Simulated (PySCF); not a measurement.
Species: 2-propyl-1,3-dioxolane, C6H12O2.
Atom-mapped SMILES: `[CH3:1][CH2:2][CH2:3][CH:4]1[O:5][CH2:6][CH2:7][O:8]1` (hydrogens: H9, H10, H11 on C1; H12, H13 on C2; H14, H15 on C3; H16 on C4; H17, H18 on C6; H19, H20 on C7)

The closed-shell ground state was solved at several levels (PySCF, density fitting, gas phase, non-relativistic). The structure is a single PBE0-D3(BJ)/def2-SVP conformer in the gas phase; no vibrational or solvent corrections.

```tsv
level	basis functions	total energy (Eh)	HOMO (eV)	LUMO (eV)	gap (eV)	dipole (D)
PBE0/pcSseg-1	196	-385.8071	-7.53	1.49	9.02	1.32
KT3/pcSseg-1	196	-392.0584	-6.14	0.53	6.67	1.12
```

Problem. Estimate the row for CAM-B3LYP/def2-SVPD, a basis of 262 functions; the other rows only guide the guess.

Solution. Total energy -385.8519 Eh, HOMO -9.08 eV, LUMO 1.39 eV, gap 10.47 eV, dipole 1.30 D.

Problem. Over all these levels, which gives the widest orbital gap and which the narrowest?

Solution. CAM-B3LYP/def2-SVPD (range-separated hybrid) has the widest, 10.47 eV, and KT3/pcSseg-1 (GGA) the narrowest, 6.67 eV. Functional and basis both differ between the two, so the spread mixes both effects.

Problem. How far do the dipole and the HOMO energy spread over the levels?

Solution. The dipole runs from 1.12 to 1.32 D (mean 1.25 D) and the HOMO from -9.08 to -6.14 eV.
